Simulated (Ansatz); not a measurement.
Total energies of Ga₉N₁₀H₂₆⁺, a nanocrystal cut from wurtzite GaN (hydrogen-capped) from Ansatz at PBE0-D4/def2-TZVP, gas phase (1 Eh = 27.2114 eV = 2625.5 kJ/mol). The reference geometry is relaxed at r2SCAN-D4/def2-SVP.

```xyz
45

N    -0.776    1.878   -2.710
Ga    1.113    1.494   -3.485
N    -2.745    1.798   -0.175
Ga   -3.937    0.197    0.221
Ga   -0.948    1.355   -0.849
N    -0.715   -0.557   -0.748
N     1.927    0.564   -1.893
Ga    1.046   -1.149   -1.517
N    -2.765   -0.638    1.658
Ga   -0.968   -1.182    1.060
N    -0.815   -3.116    1.050
N     1.907   -1.995    0.032
Ga    1.071   -3.773    0.478
N     0.401    2.136    0.260
Ga    2.225    1.819   -0.435
Ga    0.153    1.650    2.194
N     0.381   -0.346    2.128
N     3.084    0.733    1.007
Ga    2.203   -0.944    1.644
H    -1.456    1.400   -3.309
H    -0.949    2.878   -2.853
H     0.868    0.455   -4.621
H     1.748    2.916   -3.607
H    -3.253    2.403   -0.828
H    -2.660    2.351    0.687
H    -3.808   -0.742   -1.028
H    -5.244    0.710    0.888
H    -1.440   -0.991   -1.332
H     2.855    0.318   -2.265
H     0.842   -2.075   -2.749
H    -3.284   -1.429    2.053
H    -2.679    0.035    2.429
H    -1.495   -3.553    0.420
H    -0.998   -3.528    1.969
H     2.835   -2.293   -0.300
H     0.827   -4.573   -0.837
H     1.692   -4.293    1.815
H     0.288    3.158    0.255
H     3.030    3.117   -0.724
H    -1.380    1.907    2.519
H     1.301    2.283    3.047
H     0.258   -0.632    3.107
H     4.037    0.500    0.707
H     3.231    1.344    1.820
H     2.992   -1.589    2.817
```

```csv
state,geometry,energy (Eh)
charge 1 singlet,reference,-17884.68108
charge 2 doublet,reference,-17884.24484
charge 0 doublet,reference,-17884.77869
```

Single mean-field runs in def2-TZVP are fitted with def2-universal-jkfit.

**Question.** Work out the vertical ionisation energy to the doublet.

**Answer.** E(charge 2 doublet) − E(charge 1 singlet) = -17884.24484 − (-17884.68108) = 0.43624 Eh = 11.87 eV. For comparison, −ε of the highest occupied level is 10.52 eV at this level, 1.35 eV less.

**Question.** Work out the vertical electron affinity, to the doublet.

**Answer.** E(charge 1 singlet) − E(charge 0 doublet) = -17884.68108 − (-17884.77869) = 0.09761 Eh = 2.66 eV.

**Question.** Give the fundamental gap IE − EA, the Mulliken electronegativity (IE + EA)/2 and the hardness (IE − EA)/2.

**Answer.** From the values in Eh: IE − EA = 0.43624 − 0.09761 = 0.33863 Eh = 9.21 eV; (IE + EA)/2 = 7.26 eV; (IE − EA)/2 = 4.61 eV. The HOMO–LUMO gap of the same run is 6.85 eV, 2.36 eV smaller than the fundamental gap.
